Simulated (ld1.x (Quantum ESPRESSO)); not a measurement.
# Reading a pseudo-wave (cadmium)

Columns: radius, all-electron u(r) and pseudo u(r) of the 5p shell (level -11.13 eV) of cadmium in the configuration [Kr] 4d10 5s0.5 5p0; LDA (PZ), scalar-relativistic, TM scheme, ld1.x (Quantum ESPRESSO) 7.5.

| r (bohr) | all-electron | pseudo |
| --- | --- | --- |
| 0.110 | 0.0586 | -0.0024 |
| 0.220 | -0.1551 | -0.0096 |
| 0.330 | -0.1271 | -0.0214 |
| 0.440 | 0.0326 | -0.0372 |
| 0.550 | 0.1808 | -0.0565 |
| 0.660 | 0.2622 | -0.0788 |
| 0.770 | 0.2745 | -0.1035 |
| 0.880 | 0.2344 | -0.1302 |
| 0.990 | 0.1616 | -0.1588 |
| 1.100 | 0.0716 | -0.1894 |
| 1.210 | -0.0242 | -0.2224 |
| 1.320 | -0.1188 | -0.2584 |
| 1.430 | -0.2078 | -0.2978 |
| 1.540 | -0.2890 | -0.3407 |
| 1.650 | -0.3611 | -0.3866 |
| 1.760 | -0.4238 | -0.4338 |
| 1.870 | -0.4771 | -0.4798 |
| 1.980 | -0.5213 | -0.5217 |
| 2.090 | -0.5572 | -0.5572 |
| 2.200 | -0.5852 | -0.5852 |
| 2.310 | -0.6061 | -0.6061 |
| 2.420 | -0.6205 | -0.6205 |
| 2.530 | -0.6292 | -0.6292 |
| 2.640 | -0.6327 | -0.6327 |
| 2.750 | -0.6318 | -0.6318 |
| 2.860 | -0.6270 | -0.6270 |

Task: How many radial nodes do the two functions have?

Result: The all-electron 5p function has n − l − 1 = 3; the pseudo-wave has 0, since the states of the same l below it are removed with the core.

Task: At about which radius was the pseudo-wave matched?

Result: 2.20 bohr. The columns agree to 0.0005 from 1.98 bohr on; several derivatives are matched, so the curves merge somewhat inside the radius.

Task: Is the pseudo-wave norm-conserving?

Result: Yes: the TM scheme keeps the norm inside the radius equal to the all-electron one, which fixes the energy derivative of the logarithmic derivative at the level.
